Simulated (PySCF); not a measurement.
CH4F2NOTa, multiplicity 1. Atoms are numbered in the order given.

```xyz
10

Ta    -0.0118     0.2356     0.0000
N      0.0143    -1.5239     0.0000
C     -0.0051    -2.9409     0.0000
H     -0.5231    -3.3361     0.8912
H      1.0181    -3.3566     0.0000
H     -0.5231    -3.3361    -0.8912
F     -0.8978     0.7852     1.5821
F     -0.8978     0.7852    -1.5821
O      1.7925     0.8282     0.0000
H      2.6430     0.3808     0.0000
```
Charge 0, spin multiplicity 1.

Geometry optimised at PBE0-D3(BJ)/def2-SVP. The multiplicity is an assumed one; other spin states were not compared. The def2 effective core potentials stand for the cores of Ta; spin–orbit coupling is left out. One conformer was computed; it need not be the lowest.

The numbers are results of PBE0-D3(BJ)/def2-SVP (PySCF), not measurements.

Frequencies are harmonic and unscaled.

```json
[
 {"mode": "1", "ν (cm⁻¹)": "53", "IR (km/mol)": "0.0", "moving atoms (share of kinetic energy)": "H 98 %"},
 {"mode": "2", "ν (cm⁻¹)": "117", "IR (km/mol)": "1.9", "moving atoms (share of kinetic energy)": "F 43 %, C 26 %, H 17 %"},
 {"mode": "3", "ν (cm⁻¹)": "121", "IR (km/mol)": "1.4", "moving atoms (share of kinetic energy)": "F 27 %, C 24 %, O 20 %, H 18 %, Ta 9 %"},
 {"mode": "4", "ν (cm⁻¹)": "164", "IR (km/mol)": "10.7", "moving atoms (share of kinetic energy)": "F 83 %, O 9 %"},
 {"mode": "5", "ν (cm⁻¹)": "174", "IR (km/mol)": "1.3", "moving atoms (share of kinetic energy)": "O 44 %, F 41 %, H 10 %"},
 {"mode": "6", "ν (cm⁻¹)": "192", "IR (km/mol)": "2.0", "moving atoms (share of kinetic energy)": "F 47 %, O 28 %, Ta 13 %"},
 {"mode": "7", "ν (cm⁻¹)": "303", "IR (km/mol)": "71.8", "moving atoms (share of kinetic energy)": "N 67 %, H 22 %"},
 {"mode": "8", "ν (cm⁻¹)": "304", "IR (km/mol)": "3.4", "moving atoms (share of kinetic energy)": "N 69 %, H 15 %, F 12 %"},
 {"mode": "9", "ν (cm⁻¹)": "434", "IR (km/mol)": "148.3", "moving atoms (share of kinetic energy)": "H 80 %, O 13 %"},
 {"mode": "10", "ν (cm⁻¹)": "566", "IR (km/mol)": "152.7", "moving atoms (share of kinetic energy)": "H 65 %, O 26 %"},
 {"mode": "11", "ν (cm⁻¹)": "634", "IR (km/mol)": "31.7", "moving atoms (share of kinetic energy)": "C 56 %, H 15 %, Ta 14 %, N 13 %"},
 {"mode": "12", "ν (cm⁻¹)": "677", "IR (km/mol)": "120.1", "moving atoms (share of kinetic energy)": "F 90 %"},
 {"mode": "13", "ν (cm⁻¹)": "680", "IR (km/mol)": "141.1", "moving atoms (share of kinetic energy)": "F 84 %, Ta 15 %"},
 {"mode": "14", "ν (cm⁻¹)": "735", "IR (km/mol)": "85.0", "moving atoms (share of kinetic energy)": "O 75 %, H 14 %, Ta 10 %"},
 {"mode": "15", "ν (cm⁻¹)": "1106", "IR (km/mol)": "1.1", "moving atoms (share of kinetic energy)": "H 74 %, C 20 %"},
 {"mode": "16", "ν (cm⁻¹)": "1108", "IR (km/mol)": "1.0", "moving atoms (share of kinetic energy)": "H 73 %, C 20 %"},
 {"mode": "17", "ν (cm⁻¹)": "1415", "IR (km/mol)": "139.7", "moving atoms (share of kinetic energy)": "H 47 %, C 32 %, N 21 %"},
 {"mode": "18", "ν (cm⁻¹)": "1443", "IR (km/mol)": "82.0", "moving atoms (share of kinetic energy)": "N 59 %, H 39 %"},
 {"mode": "19", "ν (cm⁻¹)": "1454", "IR (km/mol)": "7.7", "moving atoms (share of kinetic energy)": "H 97 %"},
 {"mode": "20", "ν (cm⁻¹)": "1457", "IR (km/mol)": "9.0", "moving atoms (share of kinetic energy)": "H 97 %"},
 {"mode": "21", "ν (cm⁻¹)": "3015", "IR (km/mol)": "67.3", "moving atoms (share of kinetic energy)": "H 97 %"},
 {"mode": "22", "ν (cm⁻¹)": "3102", "IR (km/mol)": "16.6", "moving atoms (share of kinetic energy)": "H 90 %, C 10 %"},
 {"mode": "23", "ν (cm⁻¹)": "3106", "IR (km/mol)": "14.9", "moving atoms (share of kinetic energy)": "H 90 %, C 10 %"},
 {"mode": "24", "ν (cm⁻¹)": "3948", "IR (km/mol)": "213.2", "moving atoms (share of kinetic energy)": "H 94 %"}
]
```
